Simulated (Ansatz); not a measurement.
Correcting a cheap level on S-containing radicals

The atomisation energy (no zero-point term) in kJ/mol of 6 S-containing radicals: x at HF/def2-TZVPP, y at CCSD(T)/CBS estimate. Shapes, held fixed at every level: PBE0-D4/def2-TZVP. Flexible molecules stand in one conformer, not always the lowest. Programs: Ansatz 0.2.0.

| molecule | x (kJ/mol) | y (kJ/mol) |
| --- | --- | --- |
| C2H5OS (SMILES [CH2]S(C)=O) | 2159 | 3123 |
| C2H5S2 (SMILES [CH2]SSC) | 2183 | 3051 |
| CH7SSi2 (SMILES C[SiH2]S[SiH2]) | 2678 | 3530 |
| Si(CH3)2(SH) | 2910 | 3856 |
| SiH(CH3)2S | 2950 | ? |
| C3H7S (SMILES CC(C)[S]) | 3065 | 4070 |

Task: Fit y = c + s·x to the known rows and predict y for SiH(CH3)2S.

Result: 
1. Means of the 5 rows: x = 2599.00, y = 3526.0.
2. Σ(Δx)² = 686774, Σ(Δx·Δy) = 731370, so the slope is 731370/686774 = 1.0649.
3. Intercept: 3526.0 − (1.0649) × 2599.00 = 758.3. The largest residual of the fit is 80.
4. SiH(CH3)2S: 758.3 + 1.0649 × 2950 = 3900 kJ/mol.

CCSD(T)/CBS estimate gives 3865 kJ/mol, so the prediction is off by +35 kJ/mol, within the largest residual. Uncorrected, HF/def2-TZVPP misses SiH(CH3)2S by -915 kJ/mol, and the other rows by 927 on average. The line removes about 95 % of this miss. Hartree–Fock lacks correlation, which doesn't scale simply with the atomisation energy. Left out in turn, the other rows are missed by 77 kJ/mol on average. Open shells run unrestricted. The CBS estimate extrapolates MP2 from def2-TZVPP and def2-QZVPP and adds CCSD(T) − MP2 in the triple-zeta set, cores frozen.
